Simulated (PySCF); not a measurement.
## Indium: a sound run and one with changed settings

Sound run: In [Kr] 4d10 5s2 5p1, In⁺ [Kr] 4d10 5s2. All numbers are calculated (PySCF 2.14, a scalar-relativistic core potential, in aug-cc-pVDZ-PP with ECP28MDF (5s4p3d, 32 functions)). The sound run starts from symmetry-adapted Hartree-Fock orbitals and uses a fine grid where one is needed.

Changed run: basis STO-3G, all-electron and non-relativistic. This setting is unsound on purpose.

| species | method | sound run (hartree) | changed run (hartree) | converged |
| --- | --- | --- | --- | --- |
| In | UHF | -189.20558 | -5682.77739 | yes |
| In | MN15 | -189.69880 | -5681.07269 | yes |
| In | PBE | -190.11098 | -5684.11102 | yes |
| In⁺ | UHF | -189.01436 | -5682.72828 | yes |
| In⁺ | MN15 | -189.49105 | -5681.00827 | yes |
| In⁺ | PBE | -189.90593 | -5684.03005 | yes |

Ionisation energy of In:

```tsv
method	sound run (eV)	changed run (eV)
UHF	5.203	1.336
MN15	5.653	1.753
PBE	5.580	2.203
```

A minimal basis cannot let orbitals breathe on ionisation and holds almost no correlation. The Hamiltonian changed with the basis, so the totals do not compare.

For comparison, NIST gives 5.786 eV between the lowest levels.
